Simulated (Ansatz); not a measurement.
Stepwise reaction of `[NH2][Al]([Cl])[Cl]` with hydrogen sulfide, as a gas-phase model of exchange steps in deposition or etching. ΔE in kJ/mol; ΔG adds harmonic PBE0-D4 terms to CCSD(T)/CBS, at 1 bar.

Isolated molecules relaxed with PBE0-D4/def2-TZVP in Ansatz; ΔE leaves out vibrations. CCSD(T)/CBS adds triple-zeta CCSD(T) − MP2 to the extrapolated MP2 energy (def2 sets, frozen cores). This one scheme is used for every species. Functionals use def2-TZVPP. B3LYP here is the variant with VWN-RPA as its local correlation; programs differ in this. One conformer a species, not always the lowest.

```
step                                                   reaction  PBE-D4  B3LYP-D4  ωB97M-V  CCSD(T)/CBS  ΔG(400 K)
   1  `[NH2][Al]([Cl])[Cl]` + H₂S → `[NH2][Al]([SH])[Cl]` + HCl    45.7      52.1     52.6         50.8       50.0
   2  `[NH2][Al]([SH])[Cl]` + H₂S → `[NH2][Al]([SH])[SH]` + HCl    47.6      54.2     54.6         52.7       50.0
```

Task: By hand: ΔE of the 2 steps together at CCSD(T)/CBS.

Result: (50.8) + (52.7) = 103.5 kJ/mol, or 51.8 kJ/mol a step.

In ΔE the steps differ by no more than 1.9 kJ/mol. All are uphill at CCSD(T)/CBS. ΔG lies between 50.0 and 50.0 kJ/mol a step. PBE-D4 differs from CCSD(T)/CBS by -5.1 to -5.1 kJ/mol a step. Isolated molecules leave out the surface, adducts and barriers. Largest T1 diagnostic: 0.011.
